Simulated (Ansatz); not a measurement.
Consider the ligand exchange at a B–F bond: `NB(O)F` + `O[SiH3]` → `NB(O)O[SiH3]` + H–F.

Isolated molecules relaxed with PBE0-D4/def2-TZVP in Ansatz; ΔE leaves out vibrations. CCSD(T)/CBS is the MP2 limit (def2-TZVPP, def2-QZVPP) plus CCSD(T) − MP2 in def2-TZVPP, frozen cores. This one scheme is used for every species. One conformer a species, not always the lowest.

```
       species  CCSD/def2-TZVPP energy (Eh)
      `NB(O)F`                   -256.27819
     `O[SiH3]`                   -366.61114
`NB(O)O[SiH3]`                   -522.54525
           H–F                   -100.33828
```

(1) Work out ΔE.

(2) What do rigid-rotor, harmonic-oscillator terms from PBE0-D4/def2-TZVP frequencies (298.15 K, 1 bar) make of the CCSD(T)/CBS value? (Best estimate.)

Largest T1 diagnostic among the species: 0.011.

Results:

(1) ΔE = (-522.54525) + (-100.33828) − (-256.27819) − (-366.61114) = 0.00580 Eh = +0.16 eV. CCSD(T)/CBS gives +0.12 eV.

(2) Ansatz gave: ΔZPE = -0.04 eV, ΔH = +0.11 eV, ΔS = -19 J/(mol·K), ΔG = +0.17 eV.

From BLYP to BHLYP (50 % exact exchange), in def2-TZVPP and without D4, ΔE moves by −0.05 eV. At CCSD(T), def2-SVP lies +0.06 eV from the extrapolated value and def2-TZVPP +0.03 eV. Leaving LDA and LC-ωPBE aside and taking each functional with its dispersion term where it has one, the values, not all of them listed here, spread over 0.07 eV, from revPBE-D4 to B97M-V. LDA lies −0.06 eV from PBE without D4.
